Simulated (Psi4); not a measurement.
Psi4 input (wB97X-D/6-31G*):

```
memory 1500 MB

molecule {
1 2
Be    0.00000000    0.00000000    0.00000000
H     0.00000000    0.00000000    1.33008694
H    -0.00000000   -0.00000000   -1.33008694
symmetry c1
no_reorient
no_com
}

set {
  basis 6-31G*
  reference uks
  scf_type pk
  dft_radial_points 99
  dft_spherical_points 590
  e_convergence 1e-8
  d_convergence 1e-7
  maxiter 150
}

e = energy('wb97x-d')
print_out(f'\nFINAL {e:.10f} DIPOLE {variable("CURRENT DIPOLE")[0]:.6f} {variable("CURRENT DIPOLE")[1]:.6f} {variable("CURRENT DIPOLE")[2]:.6f}\n')
```

Output:

```
   => Loading Basis Set <=

    Name: 6-31G*
    Role: ORBITAL
    Keyword: BASIS
    atoms 1   entry BE         line    77 file 6-31gs.gbs
    atoms 2-3 entry H          line    44 file 6-31gs.gbs

   => WB97X-D: Empirical Dispersion <=

    Chai and Head-Gordon Dispersion Correction
    Chai, J.-D.; Head-Gordon, M. (2010), J. Chem. Phys., 132: 6615-6620

        s6 =       1.000000

         ---------------------------------------------------------
                                   SCF
               by Justin Turney, Rob Parrish, Andy Simmonett
                          and Daniel G. A. Smith
                              UKS Reference
         ---------------------------------------------------------

  ==> Geometry <==

    Molecular point group: c1
    Full point group: D_inf_h

    Geometry (in Angstrom), charge = 1, multiplicity = 2:

       Center              X                  Y                   Z               Mass
    ------------   -----------------  -----------------  -----------------  -----------------
         BE           0.000000000000     0.000000000000     0.000000000000     9.012183065000
         H            0.000000000000     0.000000000000     1.330086940000     1.007825032230
         H            0.000000000000     0.000000000000    -1.330086940000     1.007825032230

  Running in c1 symmetry.

  Rotational constants: A = ************  B =      4.72739  C =      4.72739 [cm^-1]
  Rotational constants: A = ************  B = 141723.54408  C = 141723.54408 [MHz]
  Nuclear repulsion =    3.381738558153951

  Charge       = 1
  Multiplicity = 2
  Electrons    = 5
  Nalpha       = 3
  Nbeta        = 2

  ==> Algorithm <==

  SCF Algorithm Type is PK.
  DIIS enabled.
  MOM disabled.
  Fractional occupation disabled.
  Guess Type is SAD.
  Energy threshold   = 1.00e-08
  Density threshold  = 1.00e-07
  Integral threshold = 1.00e-12

  ==> Primary Basis <==

  Basis Set: 6-31G*
    Blend: 6-31G*
    Number of shells: 10
    Number of basis functions: 19
    Number of Cartesian functions: 19
    Spherical Harmonics?: false
    Max angular momentum: 2

  ==> DFT Potential <==

   => LibXC <=

    Version 7.1.2
    S. Lehtola, C. Steigemann, M. J. T. Oliveira, and M. A. L. Marques,  SoftwareX 7, 1–5 (2018) (10.1016/j.softx.2017.11.002)

   => Composite Functional: WB97X-D <=

    wB97X-D Hyb-GGA Exchange-Correlation Functional

    J.-D. Chai and M. Head-Gordon,  Phys. Chem. Chem. Phys. 10, 6615–6620 (2008) (10.1039/B810189B)

    Deriv               =              1
    GGA                 =           TRUE
    Meta                =          FALSE

    Exchange Hybrid     =           TRUE
    MP2 Hybrid          =          FALSE

   => Exchange-Correlation Functionals <=

    1.0000   wB97X-D range-separated functional

   => Exact (HF) Exchange <=

    0.7780            HF,LR [omega = 0.2000]
    0.2220               HF

   => LibXC Density Thresholds  <==

    XC_HYB_GGA_XC_WB97X_D:  1.00E-14

   => Molecular Quadrature <=

    Radial Scheme          =       TREUTLER
    Pruning Scheme         =           NONE
    Nuclear Scheme         =       TREUTLER

    Blocking Scheme        =         OCTREE
    BS radius alpha        =              1
    Pruning alpha          =              1
    Radial Points          =             99
    Spherical Points       =            590
    Total Points           =         167606
    Total Blocks           =           1280
    Max Points             =            256
    Max Functions          =             19
    Weights Tolerance      =       1.00E-15

  ==> Integral Setup <==

  Using in-core PK algorithm.
   Calculation information:
      Number of atoms:                   3
      Number of AO shells:              10
      Number of primitives:             23
      Number of atomic orbitals:        19
      Number of basis functions:        19

      Integral cutoff                 1.00e-12
      Number of threads:                 1

  Performing in-core PK
  Using 54435 doubles for integral storage.
  We computed 1540 shell quartets total.
  Whereas there are 1540 unique shell quartets.

  Computing range-separated integrals for PK
  We computed 1540 wK shell quartets total.
  Whereas there are 1540 wK unique shell quartets.

  ==> DiskJK: Disk-Based J/K Matrices <==

    J tasked:                  Yes
    K tasked:                  Yes
    wK tasked:                 Yes
    Omega:               2.000E-01
    Schwarz Cutoff:          1E-12


  Cached 100.0% of DFT collocation blocks in 0.093 [GiB].

  Minimum eigenvalue in the overlap matrix is 1.3329964304E-02.
  Reciprocal condition number of the overlap matrix is 2.9098836919E-03.
    Using symmetric orthogonalization.

  ==> Pre-Iterations <==

  SCF Guess: Superposition of Atomic Densities via on-the-fly atomic UHF (no occupation information).

   -------------------------
    Irrep   Nso     Nmo
   -------------------------
     A         19      19
   -------------------------
    Total      19      19
   -------------------------

  ==> Iterations <==

                        Total Energy        Delta E     RMS |[F,P]|

   @UKS iter SAD:   -15.35516629758224   -1.53552e+01   0.00000e+00
   @UKS iter   1:   -15.45313445840568   -9.79682e-02   5.49723e-03 ADIIS/DIIS
   @UKS iter   2:   -15.46771991737293   -1.45855e-02   1.33049e-03 ADIIS/DIIS
   @UKS iter   3:   -15.46862840882236   -9.08491e-04   3.32580e-04 ADIIS/DIIS
   @UKS iter   4:   -15.46870527783131   -7.68690e-05   9.84791e-05 DIIS
   @UKS iter   5:   -15.46871338758541   -8.10975e-06   1.38544e-05 DIIS
   @UKS iter   6:   -15.46871353248028   -1.44895e-07   1.14666e-06 DIIS
   @UKS iter   7:   -15.46871353310370   -6.23421e-10   8.32984e-08 DIIS
  Energy and wave function converged.

  ==> Post-Iterations <==

   Electrons on quadrature grid:
      Nalpha   =    2.9999999949 ; deviation = -5.087e-09
      Nbeta    =    1.9999999985 ; deviation = -1.498e-09
      Ntotal   =    4.9999999934 ; deviation = -6.584e-09

   @Spin Contamination Metric:   1.420936427E-02
   @S^2 Expected:                7.500000000E-01
   @S^2 Observed:                7.642093643E-01
   @S   Expected:                5.000000000E-01
   @S   Observed:                5.000000000E-01

    Orbital Energies [Eh]
    ---------------------

    Alpha Occupied:

       1A     -4.518894     2A     -0.804129     3A     -0.785570

    Alpha Virtual:

       4A     -0.226553     5A     -0.226553     6A     -0.129754
       7A      0.035003     8A      0.116680     9A      0.132278
      10A      0.132278    11A      0.168378    12A      0.522014
      13A      0.559802    14A      0.559802    15A      0.649957
      16A      0.649957    17A      0.936281    18A      1.353565
      19A      2.414999

    Beta Occupied:

       1A     -4.517681     2A     -0.711680

    Beta Virtual:

       3A     -0.481048     4A     -0.222871     5A     -0.222871
       6A     -0.098822     7A      0.047620     8A      0.125865
       9A      0.133547    10A      0.133547    11A      0.206338
      12A      0.556608    13A      0.594038    14A      0.594038
      15A      0.652790    16A      0.652791    17A      0.997339
      18A      1.419156    19A      2.443959

    Final Occupation by Irrep:
              A
    DOCC [     2 ]
    SOCC [     1 ]
    NA   [     3 ]
    NB   [     2 ]

  @UKS Final Energy:   -15.46871353310370

   => Energetics <=

    Nuclear Repulsion Energy =              3.3817385581539510
    One-Electron Energy =                 -24.8939790990452927
    Two-Electron Energy =                   8.2022595022901843
    DFT Exchange-Correlation Energy =      -2.1585981621308141
    Empirical Dispersion Energy =          -0.0001343323717304
    VV10 Nonlocal Energy =                  0.0000000000000000
    Total Energy =                        -15.4687135331037009

  UHF NO Occupations:
  HONO-2 :    1  A 1.9999966
  HONO-1 :    2  A 1.9928733
  HONO-0 :    3  A 1.0000000
  LUNO+0 :    4  A 0.0071267
  LUNO+1 :    5  A 0.0000034
  LUNO+2 :    6  A 0.0000000
  LUNO+3 :    7  A 0.0000000

Computation Completed

Properties will be evaluated at   0.000000,   0.000000,   0.000000 [a0]

Properties computed using the SCF density matrix

 Multipole Moments:

 ------------------------------------------------------------------------------------
     Multipole            Electronic (a.u.)      Nuclear  (a.u.)        Total (a.u.)
 ------------------------------------------------------------------------------------

 L = 1.  Multiply by 2.5417464519 to convert [e a0] to [Debye]
 Dipole X            :         -0.0000000            0.0000000           -0.0000000
 Dipole Y            :          0.0000000            0.0000000            0.0000000
 Dipole Z            :          0.0000000            0.0000000            0.0000000
 Magnitude           :                                                    0.0000000

 ------------------------------------------------------------------------------------

FINAL -15.4687135331 DIPOLE -0.000000 0.000000 0.000000

*** Psi4 exiting successfully. Buy a developer a beer!
```

The dipole moment of an ion depends on the origin.
